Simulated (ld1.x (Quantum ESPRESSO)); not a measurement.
Reading a pseudo-wave (erbium (Er))

Columns: radius, all-electron u(r) and pseudo u(r) of the 5d shell (level -11.68 eV) of erbium in the configuration [Kr] 4d10 4f11 5s2 5p6 5d1 6s0.5 6p0; BP86, scalar-relativistic, PAW scheme, ld1.x (Quantum ESPRESSO) 7.5.

```json
{"r (bohr)": "0.150", "all-electron": "0.1729", "pseudo": "0.0020"}
{"r (bohr)": "0.300", "all-electron": "-0.1436", "pseudo": "0.0158"}
{"r (bohr)": "0.450", "all-electron": "-0.2818", "pseudo": "0.0503"}
{"r (bohr)": "0.600", "all-electron": "-0.1676", "pseudo": "0.1097"}
{"r (bohr)": "0.750", "all-electron": "0.0352", "pseudo": "0.1924"}
{"r (bohr)": "0.900", "all-electron": "0.2334", "pseudo": "0.2916"}
{"r (bohr)": "1.050", "all-electron": "0.3947", "pseudo": "0.3967"}
{"r (bohr)": "1.200", "all-electron": "0.5141", "pseudo": "0.4960"}
{"r (bohr)": "1.350", "all-electron": "0.5956", "pseudo": "0.5791"}
{"r (bohr)": "1.500", "all-electron": "0.6465", "pseudo": "0.6392"}
{"r (bohr)": "1.650", "all-electron": "0.6735", "pseudo": "0.6741"}
{"r (bohr)": "1.800", "all-electron": "0.6825", "pseudo": "0.6862"}
{"r (bohr)": "1.950", "all-electron": "0.6783", "pseudo": "0.6812"}
{"r (bohr)": "2.100", "all-electron": "0.6645", "pseudo": "0.6653"}
{"r (bohr)": "2.250", "all-electron": "0.6438", "pseudo": "0.6438"}
{"r (bohr)": "2.400", "all-electron": "0.6185", "pseudo": "0.6185"}
{"r (bohr)": "2.550", "all-electron": "0.5901", "pseudo": "0.5901"}
{"r (bohr)": "2.700", "all-electron": "0.5598", "pseudo": "0.5598"}
{"r (bohr)": "2.850", "all-electron": "0.5286", "pseudo": "0.5286"}
{"r (bohr)": "3.000", "all-electron": "0.4971", "pseudo": "0.4971"}
{"r (bohr)": "3.150", "all-electron": "0.4658", "pseudo": "0.4658"}
{"r (bohr)": "3.300", "all-electron": "0.4350", "pseudo": "0.4350"}
{"r (bohr)": "3.450", "all-electron": "0.4050", "pseudo": "0.4050"}
{"r (bohr)": "3.600", "all-electron": "0.3761", "pseudo": "0.3761"}
{"r (bohr)": "3.750", "all-electron": "0.3483", "pseudo": "0.3483"}
{"r (bohr)": "3.900", "all-electron": "0.3217", "pseudo": "0.3217"}
```

Problem. How many radial nodes do the two functions have?

Solution. The all-electron 5d function has n − l − 1 = 2; the pseudo-wave has 0, since the states of the same l below it are removed with the core.

Problem. At about which radius was the pseudo-wave matched?

Solution. 2.30 bohr, where the columns begin to agree (steps of 0.15 bohr).

Problem. Is the pseudo-wave norm-conserving?

Solution. No, it belongs to a PAW set: the norm inside the radius is not constrained, and the difference is carried by the augmentation charge.
